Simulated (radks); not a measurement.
Results of a calculation; reference values are marked as such.
Task: Sm II, 61 electrons, occupied as [Xe] 4f7 (not the ground configuration). Level of theory: scalar-relativistic Kohn-Sham, PBE, spin-polarised, spherical densities, finite nucleus; open shells are filled with parallel spins first (spin-orbit coupling, left out, can overturn this in heavy ions); Fermi nuclear charge, rms radius 5.0819 fm (a radial shooting solver on a logarithmic mesh with Libxc functionals). Some entries of the table are withheld. Estimate them.

orbital  occ.  eigenvalue (eV)  <r> (bohr)  <1/r> (bohr^-1)
1s down     1        -46671.29     0.02274            68.81
1s up       1        -46671.29     0.02274            68.81
2s up       1        -7625.249     0.09701            15.93
2s down     1        -7625.227     0.09701            15.93
2p up       3        -6802.373     0.08547            14.95
2p down     3        -6802.359     0.08547            14.95
3s up       1        -1669.564      0.2550            5.827
3s down     1        -1667.645      0.2548            5.832
3p up       3        -1412.253      0.2534            5.492
3p down     3        -1410.343      0.2531            5.498
3d up       5        -1063.621      0.2311            5.213
3d down     5        -1062.155      0.2308            5.218
4s up       1        -332.2864      0.5799            2.443
4s down     1        -327.3859      0.5796            2.444
4p up       3        -247.8516      0.6143            2.247
4p down     3        -242.9348      0.6140            2.248
4d up       5              (1)      0.6731            1.968
4d down     5              (2)      0.6733            1.968
5s up       1         -45.7117       1.424           0.9288
5s down     1         -42.6059       1.448           0.9101
5p up       3         -26.0728       1.690           0.7718
5p down     3         -23.6935       1.735           0.7493
6s up       0          -7.2471       4.136           0.3030
5d up       0          -5.3270       3.228           0.4090
4f up       7          -3.9708       1.136            1.287

Result: 
(1) 4d up eigenvalue (eV): -129.4071
(2) 4d down eigenvalue (eV): -124.4693
